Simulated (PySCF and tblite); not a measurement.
Results of a calculation; reference values are marked as such.
**Barrier and rate of a rotation**

System: C₈H₉O₂S (charge -1), numbered as in [CH2:1]=[C:2]([CH3:3])[c:4]1[o:5][c:6]([S-:7])[cH:8][c:9]1[O:10][CH3:11].

Motion: rotation about the C4–C2 bond (torsion O5–C4–C2–C1 from -180° to 0°, rising). Level: PBE/pcSseg-1 + D3(BJ) on GFN2-xTB stationary points, with GFN2-xTB thermal terms. Rate constants are transition-state-theory values, counting equivalent paths, without tunnelling. Programs: tblite and PySCF.

| point | symmetry | E(GFN2) kcal/mol | E(DFT) kcal/mol | ZPE change kcal/mol | lowest mode cm⁻¹ |
| --- | --- | --- | --- | --- | --- |
| start | Cs | 0.0 | 0.0 | 0.00 | 54 |
| saddle | C1 | 10.5 | 13.5 | -0.26 | 91i |
| end | Cs | 0.4 | -0.2 | 0.04 | 56 |

```
Electronic barrier                                      : 13.5 kcal/mol
Barrier with zero-point energy                          : 13.2 kcal/mol
ΔH‡ (298 K)                                             : 12.9 kcal/mol
ΔS‡ (298 K, symmetry apart)                             : -2.6 cal/(mol K)
Paths                                                   : 2 equivalent paths
End point                                               : a different minimum
Mean lifetime of the start against this motion at 298 K : 780 µs
Cost                                                    : 6.4 min on 1 thread of Arm Neoverse N1, on a host shared with other jobs (rough), peak memory 0.92 GiB, launched as `OMP_NUM_THREADS=1 python ens_run.py task.json out`
```

```
T/K  ΔG‡ kcal/mol     k s⁻¹  ΔG kcal/mol  k back s⁻¹
150          13.3  2.2×10⁻⁷         -0.2    1.3×10⁻⁷
200          13.4     0.018         -0.1       0.012
250          13.5        16         -0.1          12
298          13.6      1280         -0.1        1030
350          13.8   3.8×10⁴         -0.1     3.2×10⁴
400          13.9   4.4×10⁵         -0.1     3.8×10⁵
500          14.2   1.3×10⁷         -0.1     1.2×10⁷
```

ΔG and ΔG‡ leave out symmetry numbers and mirror images; rates count paths: 2 out, 2 back.

The ion is treated without a counter-ion.
